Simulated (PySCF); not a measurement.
One of the candidates below gave these computed data.

All candidates are C7H6N2Se.

| technique | computed result |
| --- | --- |
| Dipole | 1.86 D [wB97X-D/def2-SVPD] |
| UV, first state | lowest singlet excitation: 4.39 eV (282 nm, f = 0.252) [TDDFT wB97X-D/def2-SVPD] |
| Polarisability | 120.5 au [wB97X-D/def2-SVPD] |
| Rotational structure | rotational constants A, B, C: 1.294, 0.807, 0.517 GHz [PBE0-D3(BJ)/def2-SVP] |

The electronic properties come from PySCF, for the isolated species, density fitting. Levels stand in brackets. One conformer (not necessarily the lowest) at the PBE0-D3(BJ)/def2-SVP geometry, without solvent, vibrations or thermal averaging. The calculation is non-relativistic and has no spin–orbit coupling, an omission that weighs most on selenium.

**Question.** Which candidate is it?
A. `N#CC1(c2cn[se]c2)CC1`
B. `C#Cc1n[se]nc1C1CC1`
C. `Cc1[se]ncc1/C=C/C#N`

**Answer.** B. It is `C#Cc1n[se]nc1C1CC1`. Numbering: `[CH:1]#[C:2][c:3]1[n:4][se:5][n:6][c:7]1[CH:8]1[CH2:9][CH2:10]1`. S1 is mainly HOMO→LUMO (weight 0.95); the largest Löwdin shares of the orbital it empties are 0.40 on the selenium bonded to 2 N, 0.10 on a substituted aromatic carbon, 0.10 on the terminal alkyne carbon and 0.09 on a substituted aromatic carbon, of the orbital it fills 0.26 on a pyridine-type nitrogen, 0.19 on the selenium bonded to 2 N, 0.15 on a pyridine-type nitrogen and 0.14 on a substituted aromatic carbon. By its constants the optimised geometry is an asymmetric top.

The others, at the same levels:
- `N#CC1(c2cn[se]c2)CC1` fails: its computed lowest singlet excitation is 5.02 eV (247 nm, f = 0.146) (against 4.39 eV), static isotropic polarisability is 111.6 au (against 120.5 au) and rotational constant A is 2.171 GHz (against 1.294 GHz).
- `Cc1[se]ncc1/C=C/C#N` fails: its computed lowest singlet excitation is 4.56 eV (272 nm, f = 0.681) (against 4.39 eV), static isotropic polarisability is 130.2 au (against 120.5 au) and rotational constant A is 2.858 GHz (against 1.294 GHz).

Each candidate is one conformer, not necessarily the lowest. Dipoles, sizes and rotational constants follow the conformer. The torsions of the flexible species, by atom-mapped SMILES:
- `[CH:1]#[C:2][c:3]1[n:4][se:5][n:6][c:7]1[CH:8]1[CH2:9][CH2:10]1`: N6–C7–C8–C9 -36°
- `[N:1]#[C:2][C:3]1([c:4]2[cH:5][n:6][se:7][cH:8]2)[CH2:9][CH2:10]1`: C2–C3–C4–C5 -179°
- `[CH3:1][c:2]1[se:3][n:4][cH:5][c:6]1/[CH:7]=[CH:8]/[C:9]#[N:10]`: C5–C6–C7–C8 0°
